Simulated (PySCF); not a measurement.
## Electronic absorption of C7H10O2

Compound: C₇H₁₀O₂.
SMILES: `CC(=O)O[C@@H]1CC12CC2`

Method used: TDDFT PBE0/def2-SVPD, vertical, gas phase, core orbitals frozen in the response (PySCF). Geometry: PBE0-D3(BJ)/def2-SVP, one conformer, isolated molecule. Torsions of this conformer, `[CH3:1][C:2](=[O:3])[O:4][C@@H:5]1[CH2:6][C:7]12[CH2:8][CH2:9]2`: C1–C2–O4–C5 -179°, C2–O4–C5–C6 148°.

Problem. Predict the UV-vis stick spectrum at this level.

Solution. 

```csv
state,E (eV),E (kJ/mol),λ (nm),f,"main configurations (H = HOMO, L = LUMO)"
S1,5.86,565,211.6,0.0009,"H-1→L (40%), H→L (33%), H-2→L (23%)"
S2,6.90,665,179.8,0.027,"H→L (63%), H-1→L (31%)"
S3,7.30,704,169.9,0.020,"H-2→L (69%), H-1→L (26%)"
S4,7.53,726,164.7,0.032,"H→L+1 (82%), H-1→L+1 (8%)"
S5,7.58,731,163.6,0.0020,H-3→L (96%)
S6,7.66,739,161.8,0.011,"H-1→L+1 (81%), H→L+1 (8%)"
```

The lowest singlet lies at 5.86 eV (212 nm, ultraviolet) and is very weak; its leading configuration is HOMO-1→LUMO (40%). The most intense listed level is S4 at 7.53 eV (165 nm, f = 0.032), 1.67 eV above S1. Löwdin shares by element: HOMO oxygen 30%, carbon 29% or more (atoms not listed hold the other 41%); LUMO carbon 45% or more, oxygen 41%. Orbital energies (eV): HOMO-3 -8.46, HOMO-2 -8.25, HOMO-1 -8.01, HOMO -7.85, LUMO 0.17, LUMO+1 0.72, LUMO+2 1.15. The listed states span 1.80 eV, and the widest gap between neighbours is 1.04 eV (S1 to S2). The oscillator strengths of these states sum to 0.093; summed over the whole spectrum of an exact calculation they would give the number of electrons, 68 (Thomas–Reiche–Kuhn). Singlets were solved by full linear response.
